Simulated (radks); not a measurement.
The numbers below are computed, except where a source is named.
Q: The phosphorus ion P4+, [Ne] 3s1. Level of theory: non-relativistic Kohn-Sham, PBE, spin-polarised, spherical densities, point nucleus (a radial shooting solver on a logarithmic mesh with Libxc functionals). Every spin shell is full or empty, so the densities are truly spherical. Functionals are evaluated on that one density, not self-consistently. Rank these exchange functionals by their error against the exact value of the orbitals, and give that value: LDA, PBE, PBEsol, revPBE, PW91, PW86, OPTX, AM05, B86b, APBE, TPSS, r2SCAN, Tao-Mo, TASK, MVS.

A: Exact: -21.2992 hartree. From best to worst, with 100 (|E| - |E exact|)/|E exact| (equal figures are ties): OPTX 0.00, r2SCAN +0.04, B86b +0.04, Tao-Mo -0.11, revPBE -0.12, PW91 -0.20, MVS -0.23, TPSS +0.23, PW86 +0.50, APBE +0.56, PBE -0.61, TASK -2.77, PBEsol -3.66, AM05 -7.23, LDA -8.38.
